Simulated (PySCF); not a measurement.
C₇H₇NO₂.
Structure used (PBE0-D3(BJ)/def2-SVP), in Å, numbered top down from 1:
```xyz
17
C7H7NO2 angstrom
O      2.3911   -0.5939    1.9611
C      2.7879    0.1435    1.1024
O      2.3908    0.1598   -0.1634
C      1.4270   -0.8194   -0.5717
C      0.0179   -0.2986   -0.4667
C     -0.5904   -0.0965    0.7790
C     -1.8887    0.4007    0.8101
C     -2.5362    0.6674   -0.3941
C     -1.8477    0.4193   -1.5801
N     -0.6033   -0.0484   -1.6193
H      3.5603    0.9264    1.2501
H      1.5604   -1.7258    0.0369
H      1.6391   -1.0268   -1.6264
H     -0.0440   -0.3325    1.6943
H     -2.3928    0.5713    1.7646
H     -3.5564    1.0561   -0.4178
H     -2.3265    0.6092   -2.5477
```

All values: B3LYP/def2-SVPD (PySCF, non-relativistic), on one gas-phase PBE0-D3(BJ)/def2-SVP geometry that isn't relaxed in the solvent. The solvent is an IEF-PCM continuum (Bondi radii, 1.10 Å for H, scaled by 1.2), and excitations are vertical TDDFT with non-equilibrium linear response and a frozen core. Specific hydrogen bonds and non-electrostatic terms are outside this model.

| run | E − E(gas) (kcal/mol) | HOMO (eV) | HOMO–LUMO gap (eV) | dipole (D) | lowest singlet (eV) | static polarisability (au) |
| --- | --- | --- | --- | --- | --- | --- |
| gas | 0.00 | -7.40 | 6.14 | 1.63 | 4.82 | 93.7 |
| P | -7.07 | -7.44 | 6.26 | 2.20 | 4.99 | 129.0 |
| Q | -5.72 | -7.44 | 6.26 | 2.08 | 4.95 | 121.0 |

**Question.** The runs were made in tetrahydrofuran and water. Which run belongs to which solvent?

**Answer.** P = water, Q = tetrahydrofuran. The dielectric constants are 7.426 (tetrahydrofuran), 78.36 (water), and the energy falls further as ε rises. The optical constants n² used for the excitations are 1.97, 1.78 in the same order. In this model the ground state sees the solvent through ε alone.

**Question.** How constant is the ratio of the lowering to (ε − 1)/(2ε + 1)?

**Answer.** 
```csv
solvent,(ε − 1)/(2ε + 1),E − E(gas) (kcal/mol),ratio (kcal/mol),polarisation term (kcal/mol)
tetrahydrofuran,0.405,-5.72,-14.1,-6.47
water,0.490,-7.07,-14.4,-8.26
```

The ratio changes by +2.2 % in size from tetrahydrofuran to water. The polarisation term is half the interaction of the solute with the induced surface charges.
